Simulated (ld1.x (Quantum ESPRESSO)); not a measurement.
## What one change does to a pseudopotential (Mo, TM)

| Quantity | Value |
| --- | --- |
| Element | Mo |
| Generator | ld1.x (Quantum ESPRESSO) 7.5 |
| Type | norm-conserving Troullier–Martins (Kleinman–Bylander form) |
| Functional | revPBE |
| Relativity | fully relativistic |
| Frozen core | [Kr] |
| Valence charge | 6 |
| Reference configuration | 4d4.5 5s0 5p0 (charge +1.5) |
| Partial waves | 5s (bound, empty): rc 2.25 bohr; 5p (bound, empty): rc 2.55 bohr; 4d (bound): rc 1.55 bohr |
| Local potential | all-electron potential smoothed inside 1.85 bohr (lloc = -1) |
| Core correction | Bessel-smoothed model core inside 0.85 bohr |

Open shells are filled in proportion to 2j + 1 (rel_dist='average').

Change: local potential all-electron potential smoothed inside 1.18 bohr (lloc = -1).

Cutoffs: the cutoffs (Ry, on a coarse ladder) from which the occupation-weighted sum of valence levels, in a spherical-Bessel basis at the reference potential, stays within 10 and 1 mRy of its value at 400 Ry; they do not see the model core or the augmentation charge, which bear on the density cutoff. Errors are all-electron minus pseudo energies relative to the spin-unpolarised reference configuration.

**Question.** What does the change do?

**Answer.** The potential gets neither clearly harder nor softer (45 Ry and 50 Ry → 45 Ry and 50 Ry); both files keep a bound ghost (p, s); of the 7 tests that both files solve, the error grows in 0 and shrinks in 4 by more than 15 % and 0.3 meV (median size 26.3 → 14.7 meV); the range in which the s phases agree narrows (upper end 1.8 → -0.5).

```csv
quantity,base,changed
"cutoff, loose",45 Ry,45 Ry
"cutoff, tight",50 Ry,50 Ry
bound ghosts,"s, p3/2, p1/2","s, p1/2, p3/2"
"error for 4d5 5s1 5p0, meV [ΔE -13.16 eV]",-12,-0.2
"error for 4d5 5s0 5p0, meV [ΔE -6.38 eV]",-15,-15
"error for 4d4 5s0 5p0, meV [ΔE 8.99 eV]",-26,-26
"error for 4d5 5s0 5p1, meV [ΔE -10.05 eV]",-1969,-1.1
"error for 4d5.5 5s0.5 5p0, meV [ΔE -12.89 eV]",-29,-19
"error for 4d2 5s0 5p0, meV [ΔE 75.09 eV]",-1260,-1239
"error for 4d5 5s0.5 5p0, meV [ΔE -10.48 eV]",-12,-6.8
s: phases at 2.73 bohr within 0.05 rad from the reference energy up to (Ry; the scan ends near 5),1.8,-0.5
p1/2: phases at 2.73 bohr within 0.05 rad from the reference energy up to (Ry; the scan ends near 5),-0.4,-0.2
p3/2: phases at 2.73 bohr within 0.05 rad from the reference energy up to (Ry; the scan ends near 5),-0.4,-0.2
d3/2: phases at 2.73 bohr within 0.05 rad from the reference energy up to (Ry; the scan ends near 5),to the end of the scan,to the end of the scan
d5/2: phases at 2.73 bohr within 0.05 rad from the reference energy up to (Ry; the scan ends near 5),to the end of the scan,to the end of the scan
```

Base: These tests converged, but a pseudo level misses the all-electron one widely, so the file describes the atom poorly there or has found another state: 4d5 5s0 5p1: 4d by 2.7 eV. A true bound ghost makes a file unfit for plane-wave use even where its test errors are small: the radial tests pick states by their node count and pass the ghost by.
